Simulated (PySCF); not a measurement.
**How methods differ on the ionisation energy of Cr²⁺**

Cr²⁺ [Ar] 3d4 (5D) → Cr³⁺ [Ar] 3d3 (4F), as a difference of total energies. Computed with PySCF 2.14 in def2-SVP (5s3p2d1f, 31 functions), with no relativity, point nucleus. Correlated levels: valence: [Ar] frozen. The calculations carry no spin-orbit coupling.

| method | ionisation energy (eV) |
| --- | --- |
| UHF | 30.837 |
| M06-2X | 32.278 |
| PBE | 32.711 |
| MP2 (valence) | 31.193 |
| SCS-MP2 (valence) | 30.956 |

Problem. How much does correlation contribute at MP2 (valence)?

Solution. 31.193 − (30.837) = 0.356 eV, measured against UHF.

These non-relativistic numbers lack the scalar-relativistic shift.

The reference lies between the lowest fine-structure levels, while these numbers refer to the centres of the terms.

Errors of the correlated levels include the incompleteness of this basis and the frozen core.

For comparison: 30.959 ± 0.025 eV (measured; NIST Atomic Spectra Database, ionization energies).
